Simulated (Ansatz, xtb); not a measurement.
# Two isomers of Cl2FH3NOSi+

Structure X is `O[NH2+][Si](F)(Cl)Cl`, a singlet and structure Y is `[NH3+]O[Si](F)(Cl)Cl`, a singlet. Both are isolated ions in the gas phase, relaxed with B3LYP-D3(BJ)/def2-SVP; the shapes shown needn't be the lowest conformers.

X (Å):

```xyz
9

Cl    1.8484   -0.0479   -0.2427
Cl   -0.0391    1.5663    2.1189
F     0.5304   -1.4012    2.1175
N    -1.1418   -0.6865    0.2495
O    -2.1083   -1.2126    1.1299
Si    0.4335   -0.1181    1.1661
H    -1.6474   -1.8896    1.6656
H    -0.9380   -1.3665   -0.5064
H    -1.6235    0.1038   -0.2086
```

Y (Å):

```yaml
atoms:
  - { symbol: Cl, position_ang: [-1.2141, 4.3276, -0.0426] }
  - { symbol: Cl, position_ang: [1.9824, 3.2955, 0.4610] }
  - { symbol: F, position_ang: [0.1119, 2.1001, -1.5743] }
  - { symbol: N, position_ang: [-0.7445, 0.3186, 0.1841] }
  - { symbol: O, position_ang: [-0.4522, 1.5156, 0.8177] }
  - { symbol: Si, position_ang: [0.1276, 2.8489, -0.1348] }
  - { symbol: H, position_ang: [-1.7403, 0.0846, 0.3437] }
  - { symbol: H, position_ang: [-0.1616, -0.4325, 0.5938] }
  - { symbol: H, position_ang: [-0.5637, 0.3754, -0.8405] }
```

Quicker runs give these differences E(Y) − E(X): GFN2-xTB −34.0 kJ/mol; HF/STO-3G −16.3 kJ/mol (at GFN2-xTB geometries); r2SCAN-D4/def2-SVP −62.5 kJ/mol (at GFN2-xTB geometries).

Problem. Estimate E(Y) − E(X) at the level CCSD(T)/def2-SVP + ΔMP2/def2-TZVPP.

Solution. Calculated at CCSD(T)/def2-SVP + ΔMP2/def2-TZVPP: E(Y) − E(X) = −48.4 kJ/mol, so structure Y lies lower.

The same difference at several levels:

```
                             level               geometry  E(Y) − E(X) (kJ/mol)  departure from the last row (kJ/mol)  job, with rough time for the two
                          GFN2-xTB               GFN2-xTB                   −34.0                                 +14.4               optimisation, 0.2 s
                         HF/STO-3G               GFN2-xTB                   −16.3                                 +32.1               single point, 0.4 s
                r2SCAN-D4/def2-SVP               GFN2-xTB                   −62.5                                 −14.1               single point, 2.4 s
             B3LYP-D3(BJ)/def2-SVP  B3LYP-D3(BJ)/def2-SVP                   −54.2                                  −5.8                optimisation, 55 s
                       HF/def2-SVP  B3LYP-D3(BJ)/def2-SVP                   −68.5                                 −20.1           part of the CCSD(T) run
                      MP2/def2-SVP  B3LYP-D3(BJ)/def2-SVP                   −55.5                                  −7.1           part of the CCSD(T) run
                  CCSD(T)/def2-SVP  B3LYP-D3(BJ)/def2-SVP                   −54.0                                  −5.6                      single point
CCSD(T)/def2-SVP + ΔMP2/def2-TZVPP  B3LYP-D3(BJ)/def2-SVP                   −48.4                                                      single point, 24 s
```

As drawn, Y has 1 O–Si, 1 N–H in place of 1 N–Si, 1 O–H.

None of the levels shown reverses the order. The largest departure from CCSD(T)/def2-SVP + ΔMP2/def2-TZVPP is that of HF/STO-3G, 32.1 kJ/mol. The last row adds to CCSD(T) the change of the MP2 difference between the two basis sets, here +5.6 kJ/mol.

With harmonic frequencies from B3LYP-D3(BJ)/def2-SVP (ideal gas, rigid rotor, one conformer each, 298.15 K, 1 atm): on the last row, ΔE + ΔZPE = −46.4 kJ/mol. A mode under 50 cm⁻¹ makes harmonic enthalpies and free energies unreliable, so none is given.

The correlated steps freeze 18 core orbitals. Codes used: Ansatz 0.2.0, xtb 6.7.1; the last row on 2 threads of Intel(R) Xeon(R) 6975P-C (Granite Rapids) on a shared host.
